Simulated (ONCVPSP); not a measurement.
**An all-electron radial function and its pseudo partner (W (Z = 74))**

Columns: radius, all-electron u(r) and pseudo u(r) of the 5p shell (level -50.75 eV) of tungsten in the configuration [Kr] 4d10 4f14 5s2 5p6 5d4 6s1; PBEsol, scalar-relativistic, ONCV scheme, ONCVPSP 4.0.1.

| r (bohr) | all-electron | pseudo |
| --- | --- | --- |
| 0.145 | 0.3634 | 0.0401 |
| 0.290 | -0.3448 | 0.1551 |
| 0.435 | -0.4711 | 0.3287 |
| 0.580 | 0.0341 | 0.5331 |
| 0.725 | 0.5566 | 0.7320 |
| 0.870 | 0.8867 | 0.8892 |
| 1.015 | 1.0257 | 0.9788 |
| 1.160 | 1.0309 | 0.9925 |
| 1.305 | 0.9582 | 0.9402 |
| 1.450 | 0.8482 | 0.8434 |
| 1.595 | 0.7269 | 0.7264 |
| 1.740 | 0.6091 | 0.6090 |
| 1.885 | 0.5021 | 0.5020 |
| 2.030 | 0.4089 | 0.4088 |
| 2.175 | 0.3299 | 0.3299 |
| 2.320 | 0.2643 | 0.2643 |
| 2.465 | 0.2105 | 0.2105 |
| 2.610 | 0.1669 | 0.1669 |
| 2.755 | 0.1318 | 0.1318 |
| 2.900 | 0.1037 | 0.1037 |
| 3.045 | 0.0814 | 0.0814 |
| 3.190 | 0.0637 | 0.0637 |
| 3.335 | 0.0497 | 0.0497 |
| 3.480 | 0.0387 | 0.0387 |
| 3.625 | 0.0301 | 0.0301 |
| 3.770 | 0.0234 | 0.0234 |

Q: How many radial nodes do the two functions have?

A: The all-electron 5p function has n − l − 1 = 3 (the table is too coarse to show those close to the nucleus); the pseudo-wave has 0, since the states of the same l below it are removed with the core.

Q: At about which radius was the pseudo-wave matched?

A: 1.75 bohr. The columns agree to 0.0005 from 1.59 bohr on; several derivatives are matched, so the curves merge somewhat inside the radius.

Q: Where does each function peak?

A: Outermost all-electron maximum near 1.16 bohr, pseudo maximum near 1.16 bohr (to the table’s step).

Q: Is the pseudo-wave norm-conserving?

A: Yes: the ONCV scheme keeps the norm inside the radius equal to the all-electron one, which fixes the energy derivative of the logarithmic derivative at the level.
